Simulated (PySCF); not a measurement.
Fill in the blanks.

C5H3FO2.
Numbering: `[O:1]=[C:2]1[CH:3]=[CH:4][C:5](=[O:6])[CH:7]1[F:8]` (hydrogens: H9 on C3; H10 on C4; H11 on C7)

```csv
property,level,value
point group,PBE0-D3(BJ)/def2-SVP,Cs
"rotational constants A, B, C",PBE0-D3(BJ)/def2-SVP,?
dipole moment,CAM-B3LYP/def2-SVPD,4.27 D
HOMO energy,CAM-B3LYP/def2-SVPD,?
LUMO energy,CAM-B3LYP/def2-SVPD,?
lowest singlet excitation,TDDFT CAM-B3LYP/def2-SVPD,?
strongest line among the 10 lowest singlet transitions,TDDFT CAM-B3LYP/def2-SVPD,"S5 at 5.98 eV (207 nm, f = 0.351)"
lowest triplet excitation (Tamm–Dancoff),TDA CAM-B3LYP/def2-SVPD,2.85 eV
static isotropic polarisability,CAM-B3LYP/def2-SVPD,62.5 au
vertical ionisation energy,ΔSCF CAM-B3LYP/def2-SVPD,10.33 eV
vertical electron affinity,ΔSCF CAM-B3LYP/def2-SVPD,1.26 eV
electronic spatial extent ⟨r²⟩ about the centre of nuclear charge,CAM-B3LYP/def2-SVPD,804 bohr²
13C chemical shifts (computed TMS as zero) by class,GIAO PBE0/pcSseg-1,"199.6 (C2/C5), 154.4 (C3/C4), 87.6 (C7) ppm"
1H chemical shifts (computed TMS as zero) by class,GIAO PBE0/pcSseg-1,"7.21 (H9/H10), 4.81 (H11) ppm"
"isotropic shieldings of nuclei other than C and H, by class",GIAO PBE0/pcSseg-1,"-356 (O1/O6), 417 (F8) ppm"
largest of the computed one-bond spin–spin couplings (means over like bonds),"B3LYP/pcJ-1, spin–dipole term left out for some pairs",?
```

Gas-phase values; electronic properties from PySCF, density fitting. Isolated species at its PBE0-D3(BJ)/def2-SVP geometry (one conformer only).

(1) What are the largest of the computed one-bond spin–spin couplings (means over like bonds)?

(2) What is the HOMO energy?

(3) The LUMO energy?

(4) The lowest singlet excitation?

(5) What are the rotational constants A, B, C?

## Answers

(1) 19F–13C -273.8 (F8–C7), 13C–1H +183.5 (C3–H9 and 1 like it), 13C–1H +155.4 (C7–H11), 13C–13C +64.8 (C3–C4), 13C–13C +50.8 (C2–C7 and 1 like it), 13C–13C +49.4 (C2–C3 and 1 like it), 17O–13C +33.8 (O1–C2 and 1 like it) Hz.

(2) -9.37 eV.

(3) -2.08 eV.

(4) 3.29 eV (377 nm, f = 0.000).

(5) 3.272, 2.223, 1.365 GHz.

The ΔSCF ionisation energy exceeds −ε(HOMO) by 0.96 eV with CAM-B3LYP. In wavenumbers S1 is 26500 cm⁻¹ (1 eV = 8065.54 cm⁻¹). The largest Löwdin shares of the LUMO are 0.21 on C4, 0.21 on C3, 0.13 on O1 and 0.13 on O6. From the two ΔSCF values, the fundamental gap I − A is 9.07 eV and the Mulliken electronegativity (I + A)/2 is 5.80 eV. The polarisability is 9.26 Å³ as a volume (1 au = 0.148185 Å³), or 1.08 au for each of the 58 electrons.
